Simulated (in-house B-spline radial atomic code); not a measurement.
Configurations of Mo VI (Mo5+), with energies counted from [Kr] 4d1. All numbers are computed (scalar-relativistic (X2C) PBE, spin-polarised, spherical fractional occupations; Fermi nucleus of rms radius 4.4091 fm) with a radial B-spline atomic code at the basis-set limit, not measured. Shells without spins written out take the highest spin.

Occupations are held fixed; configurations that lie above the ionisation limit could autoionise.

```tsv
configuration	E - E(ref) (eV)	highest orbital	its <r> (bohr)
[Kr] 5s1	14.327	5s up	2.336
[Kr] 5f(1 up, 0 down)	45.477	5f up	4.3
[Ar] 3d10 4s2 4p5 4d1 5d1	73.567	5d up	3.144
[Ar] 3d(4 up, 5 down) 4s2 4p6 4d(0 up, 1 down) 5s(0 up, 1 down)	251.38	5s down	2.282
[Ar] 3d(5 up, 4 down) 4s2 4p6 4d(0 up, 1 down) 5p(0 up, 1 down)	259.96	5p down	2.528
[Ar] 3d9 4s2 4p6 4d1 4f1	270.05	4f up	2.137
```

Problem. Order these further configurations by energy, lowest first.
A. [Ar] 3d10 4s2 4p5 4d1 5s1
B. [Ar] 3d10 4s2 4p5 4d1 5f1
C. [Ar] 3d10 4s2 4p5 4d1 5p1
D. [Ar] 3d9 4s2 4p6 4d1 5f1
E. [Ar] 3d(4 up, 5 down) 4s2 4p6 4d(0 up, 2 down)

Solution. A (53.267 eV), C (61.523 eV), B (84.92 eV), E (234.43 eV), D (283.48 eV).

Problem. How far above the reference does [Ar] 3d10 4s2 4p5 4d1 4f1 lie?

Solution. 71.539 eV; its least bound orbital is 4f up with <r> = 2.186 bohr.
